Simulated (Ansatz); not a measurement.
Basis-set extrapolation for C2H3BF2O (`O=CCB(F)F`) (PBE0-D4/def2-TZVP geometry, frozen core, Ansatz). Multiplicity 1, RHF reference.

```tsv
	def2-TZVPP	def2-QZVPP
HF	-376.199941	-376.216825
MP2 correlation	-1.137221	-1.231189
CCSD(T) correlation	-1.197831	not run
```

Energies in hartree. Use E(X) = E(∞) + A·exp(−7.88·√X) for Hartree–Fock and E(X) = E(∞) + B·X^(−2.97) for correlation, with X = 3 and 4, and add CCSD(T) minus MP2 of the smaller set to the MP2 limit.

Q: What is the CCSD(T) energy at the basis-set limit?

A: HF limit: -376.216825 + (-0.016884) × 0.13774 = -376.21915. MP2 limit: -1.231189 + (-0.093968) × 0.74074 = -1.30079. Higher-order term: -1.197831 − (-1.137221) = -0.06061. Total: -377.58055 hartree, 479.9 kJ/mol below CCSD(T)/def2-TZVPP.
